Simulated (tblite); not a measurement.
Compound: C₅H₁₄P₂.
Cartesian coordinates in Å at the GFN2-xTB level; atoms count from 1:
```xyz
21
C5H14P2 angstrom
C     -2.452    1.272    0.223
C     -2.188   -0.223    0.332
C     -1.330   -0.734   -0.822
P      0.320    0.129   -0.939
C      1.161   -0.669    0.520
C      2.680   -0.599    0.436
P      3.397    1.114    0.348
H     -1.510    1.819    0.230
H     -2.971    1.501   -0.706
H     -3.061    1.618    1.055
H     -1.691   -0.436    1.281
H     -3.139   -0.764    0.332
H     -1.174   -1.813   -0.731
H     -1.841   -0.544   -1.770
H      0.839   -0.777   -1.880
H      0.819   -0.146    1.420
H      0.841   -1.714    0.596
H      3.039   -1.138   -0.448
H      3.123   -1.087    1.312
H      2.502    1.680    1.257
H      2.626    1.527   -0.736
```

All values are computed: GFN2-xTB (tblite) harmonic vibrations without scaling, gas phase. Against measured fundamentals such values can be off by several per cent, at times by over 20. Modes of hydrogen on phosphorus can be 10 to 20 % off. One conformer, not necessarily the lowest.

Harmonic wavenumbers (cm⁻¹): 29.4, 43.5, 75.3, 110.1, 175.9, 182.5, 221.8, 239.2, 296.7, 387.0, 413.9, 637.9, 673.6, 678.7, 718.1, 748.8, 771.2, 850.7, 853.1, 865.8, 908.7, 949.5, 972.1, 1029.4, 1051.7, 1063.9, 1108.6, 1118.9, 1135.9, 1157.7, 1197.5, 1234.6, 1262.2, 1271.7, 1278.0, 1341.4, 1412.4, 1440.2, 1443.4, 1451.0, 1491.8, 1495.1, 1499.9, 2220.5, 2260.4, 2325.2, 2905.2, 2914.8, 2926.2, 2930.6, 2940.6, 2944.5, 2953.4, 2972.6, 3008.1, 3031.5, 3036.2.

A = 3428, B = 728.6, C = 690.3 MHz; mass 136.057 u (most abundant isotopes); point group C1, symmetry number 1.

Task: What is the zero-point energy?

Result: Half the sum of the wavenumbers: 38329 cm⁻¹ = 458.52 kJ/mol.

Task: Give the ideal-gas entropy at 400 K and 1 bar in the rigid-rotor, harmonic-oscillator model (classical rotation).

Result: Translation 176.24, rotation 127.56, vibration 185.10: S = 488.9 J/(mol K).

Task: And Cp and H(400 K) − H(0)?

Result: Cp = 210.70 J/(mol K), of which vibrations give 177.44 (their classical limit is 57 R = 473.9); H(400 K) − H(0) = 49.50 kJ/mol without the zero-point energy, 36.20 from vibrations.

Task: What must be added to the electronic energy to get the Gibbs energy at 400 K and 1 bar?

Result: ZPE + [H(400 K) − H(0)] − T·S = 458.52 + 49.50 − 195.56 = 312.46 kJ/mol.

Task: How do the functions run with temperature in this model?

Result: 
```
 T (K)  S (J/(mol K))  Cp (J/(mol K))  H − H(0) (kJ/mol)  G − H(0) (kJ/mol)  ln q(vib)
   150          345.5           103.2              10.75             -41.07       4.31
   250          407.0           142.7              22.97             -78.78       7.24
298.15          434.0           164.6              30.36             -99.03       8.59
   600          589.1           284.3              99.42            -254.03      16.76
   900          719.3           357.1             196.52            -450.87      24.47
```

q(vib) and H(0) count from the zero-point level.

Task: Blend soft modes into free rotors: weight 1/[1 + (100 cm⁻¹/ν̃)⁴] for the oscillator and the rest for a rotor with moment μB/(μ + B), μ = h/(8π²ν), B = 10⁻⁴⁴ kg m². What vibrational entropy results?

Result: 164.28 J/(mol K) in place of 185.10, which changes −T·S at 400 K by +8.33 kJ/mol.

Hindered rotation and anharmonicity are outside this model. Other conformers, if any are populated, would add a mixing term that is left out. The structure is chiral; the term R ln 2 for an equal mix with its mirror image is left out.
